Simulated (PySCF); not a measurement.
Species: C₄H₆ClNO.
SMILES: `C=C(CCl)C(N)=O`

The closed-shell SCF was solved with PySCF and density fitting under several settings on one GFN2-xTB geometry (grid level 2 and gas phase unless stated).

```tsv
settings	basis functions	SCF cycles	E (Eh)	HOMO (eV)	LUMO (eV)	dipole (D)
PBE0/pcSseg-1	156	15	-745.6810	-7.66	-1.23	3.74
PBE0/def2-SVPD	198	15	-745.4059	-7.76	-1.35	3.76
```

Task: Estimate the row for these settings: PBE0/def2-SVPD, IEF-PCM acetone.

Result: 
```tsv
settings	basis functions	SCF cycles	E (Eh)	HOMO (eV)	LUMO (eV)	dipole (D)
PBE0/def2-SVPD, IEF-PCM acetone	198	14	-745.4220	-7.86	-1.18	5.17
```

Task: Over all rows, what range does the HOMO–LUMO gap span?

Result: From 6.41 eV (PBE0/def2-SVPD) to 6.68 eV (PBE0/def2-SVPD, IEF-PCM acetone).

Task: Compare two rows with the functional PBE0: PBE0/pcSseg-1 and PBE0/def2-SVPD. Which energy is lower, and by how much?

Result: PBE0/pcSseg-1 (156 functions) lies 0.2751 Eh or 173 kcal/mol below PBE0/def2-SVPD (198 functions). The smaller set gives the lower energy; the two sets aren't nested, so the variational bound doesn't order them by size.

Cycle counts include a coarse-grid stage where the run had one. The species at its GFN2-xTB geometry (one conformer only).

Conformer computed: `[CH2:1]=[C:2]([CH2:3][Cl:4])[C:5]([NH2:6])=[O:7]`: C1–C2–C3–Cl4 100°, C1–C2–C5–N6 -41°, H–N6–C5–C2 -178°, H–N6–C5–C2 -10°.
